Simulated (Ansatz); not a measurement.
Cost and result up the ladder for the cluster GeTe4 (5 atoms). Charge 0, multiplicity 1. Geometry: PBE-D4/def2-SVP.

```xyz
5

Ge    0.6103   -1.5874    0.4274
Te    1.8423   -0.2172   -1.5931
Te   -0.9009   -0.2429   -1.5447
Te   -1.6134    1.6316    0.4490
Te    0.0618    0.4159    2.2613
```

Ansatz on 4 threads of Arm Neoverse V1 on a shared host. Times are rough, and most runs start from the orbitals of an earlier one. ωB97X-V/def2-TZVP serves as the yardstick here, not as an exact answer. Differences are given only for rows in sets of like size (and for xTB, whose basis is part of the method), since another set adds its own error. Binding counts from free atoms at the same level (Ge triplet, Te triplet; other spins of the atoms weren't run), without zero-point energy or a counterpoise term.

In the def2 sets Te takes a core potential; there is no spin–orbit coupling. Correlated methods freeze 25 core orbitals; core or outer-core shells of Ge, Te are correlated, in sets that lack core-valence functions. The rows differ in basis, and correlated rows in double-zeta sets carry the largest basis error. The structure comes from a short search, and lower isomers may exist.

Correlated methods converge slowly with the basis, most of all in double-zeta sets.

```tsv
level	functions	wall time	binding energy per atom (eV)	difference from ωB97X-V/def2-TZVP (eV)
PBE-D4/def2-SVP	136	2.2 s	2.46	–
PBE0-D4/def2-SVP	136	4.2 s	2.24	–
PBE-D4/def2-TZVP	248	4.3 s	2.49	0.32
PBE-D4/def2-TZVPD	290	7.5 s	2.50	0.33
r2SCAN-D4/def2-TZVP	248	9.5 s	2.26	0.10
MP2/def2-TZVP	248	12 s	2.22	0.06
r2SCAN-D4/def2-TZVPD	290	13 s	2.27	0.10
PBE0-D4/def2-TZVP	248	13 s	2.30	0.13
BHLYP-D4/def2-TZVP (with forces)	248	14 s	2.06	-0.11
PBE0-D4/def2-TZVPD	290	15 s	2.30	0.13
RPA@PBE/def2-TZVP	248	16 s	1.90	-0.26
ωB97X-V/def2-TZVP	248	22 s	2.17	0.00
CCSD(T)/def2-SVP	136	59 s	1.77	–
```
